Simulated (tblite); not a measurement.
Species: C5H7ClFO2 (doublet state).
Z-matrix (Å and degrees, GFN2-xTB geometry), rows numbered from 1:
```
F 
C   1  1.3969
C   2  1.4759  1  109.94
C   3  1.4395  2  121.97  1   -34.85
Cl  4  1.8742  3  109.01  2   -85.77
C   2  1.5760  1  106.56  3  -124.94
O   6  1.4009  2  103.51  1  -119.24
C   7  1.3953  6  105.55  2    25.64
O   2  1.3808  1  109.18  3   123.54
H   3  1.0757  2  115.69  1   157.69
H   4  1.0863  3  113.47  2   159.76
H   4  1.0870  3  113.85  2    29.37
H   6  1.0891  2  113.21  1   122.68
H   6  1.0969  2  107.93  1    -0.04
H   8  1.1050  7  111.34  6    80.69
H   8  1.0908  7  109.85  6  -156.30
```

Structure optimised with GFN2-xTB, isolated species. This method treats the open shell by occupation alone, without spin polarisation.

Masses are those of the commonest isotopes; rigid-rotor values at the optimised geometry. The values belong to one conformer with, in the numbering `[F:1][C@:2]1([CH:3][CH2:4][Cl:5])[CH2:6][O:7][CH2:8][O:9]1`, F1–C2–C3–C4 -35°, C2–C3–C4–Cl5 -86°, F1–C2–C6–O7 -119°, C2–C6–O7–C8 26°, C6–O7–C8–O9 -39°, O7–C8–O9–C2 36°.

(1) What are A, B and C (MHz)?

(2) What kind of rotor is it?

(3) What does the inertial defect say?

(4) Give the other two planar moments, Paa and Pbb, and the rms extents of the mass along the axes.

(5) Give the coordinates in the principal-axis frame, origin at the centre of mass.

(6) List the rotational levels J(Ka,Kc) to J = 5 (MHz).

(7) Estimate the classical rotational partition function at 50 K, 100 K and 298.15 K.

Answers

(1) Ia = 181.17, Ib = 617.77, Ic = 689.75 u·Å²; 505379 MHz·u·Å²/I gives A = 2790, B = 818.1, C = 732.7 MHz.

(2) A near-prolate asymmetric top. Ray's parameter κ = (2B − A − C)/(A − C) = -0.917; −1 is the prolate and +1 the oblate limit.

(3) Not planar: Δ = Ic − Ia − Ib = -109.19 u·Å². For a rigid frame Δ = −2 Σ m c², so Σ m c² = 54.60 u·Å² lies off the ab plane: 9.22 from hydrogen and 45.37 from heavier atoms. The atom farthest from that plane is 1.91 Å away.

(4) Paa = Σ m a² = (Ib + Ic − Ia)/2 = 563.17 and Pbb = Σ m b² = (Ia + Ic − Ib)/2 = 126.57 u·Å². With the mass M = 153.01 u, the rms extents √(P/M) along a, b and c are 1.92, 0.91, 0.60 Å.

(5) The sense of each axis is arbitrary; atoms in the order of the calculation.
| atom | mass (u) | a (Å) | b (Å) | c (Å) |
| --- | --- | --- | --- | --- |
| F1 | 18.998 | 0.541 | -1.250 | -1.135 |
| C2 | 12.000 | 0.622 | -0.452 | 0.009 |
| C3 | 12.000 | -0.552 | -0.689 | 0.872 |
| C4 | 12.000 | -1.854 | -0.970 | 0.327 |
| Cl5 | 34.969 | -2.723 | 0.648 | -0.046 |
| C6 | 12.000 | 0.784 | 1.034 | -0.491 |
| O7 | 15.995 | 2.019 | 1.425 | 0.042 |
| C8 | 12.000 | 2.745 | 0.245 | 0.210 |
| O9 | 15.995 | 1.811 | -0.712 | 0.660 |
| H10 | 1.008 | -0.426 | -0.435 | 1.909 |
| H11 | 1.008 | -2.523 | -1.455 | 1.033 |
| H12 | 1.008 | -1.828 | -1.475 | -0.635 |
| H13 | 1.008 | 0.007 | 1.700 | -0.118 |
| H14 | 1.008 | 0.789 | 1.023 | -1.588 |
| H15 | 1.008 | 3.200 | -0.086 | -0.741 |
| H16 | 1.008 | 3.509 | 0.386 | 0.975 |

(6) Above 0(0,0):
J = 1: 1(0,1) 1551, 1(1,1) 3522, 1(1,0) 3608
J = 2: 2(0,2) 4650, 2(1,2) 6538, 2(1,1) 6794, 2(2,1) 12709, 2(2,0) 12711
J = 3: 3(0,3) 9291, 3(1,3) 11061, 3(1,2) 11573, 3(2,2) 17361, 3(2,1) 17375, 3(3,1) 27433, 3(3,0) 27433
J = 4: 4(0,4) 15467, 4(1,4) 17088, 4(1,3) 17941, 4(2,3) 23562, 4(2,2) 23603, 4(3,2) 33642, 4(3,1) 33642, 4(4,1) 47736, 4(4,0) 47736
J = 5: 5(0,5) 23168, 5(1,5) 24617, 5(1,4) 25896, 5(2,4) 31310, 5(2,3) 31404, 5(3,3) 41404, 5(3,2) 41406, 5(4,2) 55496, 5(4,1) 55496, 5(5,1) 73617, 5(5,0) 73617
Those of J = 1 are B + C, A + C and A + B.

(7) Point group C1, symmetry number σ = 1; q = (√π/σ)·√((kT/h)³/(ABC)), k/h = 20836.6 MHz/K: 46100 at 50 K, 130000 at 100 K, 671000 at 298.15 K.

For this open shell read J as N, the rotation without spin; fine and hyperfine splittings come on top. Its GFN2-xTB frequencies are all real (lowest 36 cm⁻¹). Constants of a rigid frame at the computed geometry: no zero-point averaging, no centrifugal distortion.
